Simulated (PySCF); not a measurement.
# Working out the excitation energy of Be⁺

Be⁺ [He] 2s1 (2S) → Be⁺ [He] 2p1 (2P). Computed with PySCF 2.14 in x2c-TZVPPall with one added diffuse shell of s type (6s3p1d, 20 functions), with scalar relativity by spin-free X2C-1e. Frozen: nothing. Energies in hartree (1 hartree = 27.21139 eV):

```csv
part,Be⁺ (lower),Be⁺ (upper)
UHF,-14.279503,-14.131686
CCSD correlation,-0.031359,-0.031435
(T),-0.000009,-0.000006
```

What does Hartree-Fock give?

(-14.131686) − (-14.279503) = 0.147817 hartree = 4.022 eV.

What do CCSD and CCSD(T) give?

The CCSD correlation energies differ by -0.000076 hartree = -0.002 eV and the triples by 0.000003 hartree = 0.000 eV, so CCSD gives 4.020 eV and CCSD(T) 4.020 eV.

Measured between the centres of the two terms (NIST): 3.959 eV, so CCSD(T) (valence and next inner shell) is off by 0.061 eV.

What remains against the reference includes basis incompleteness and higher excitations.
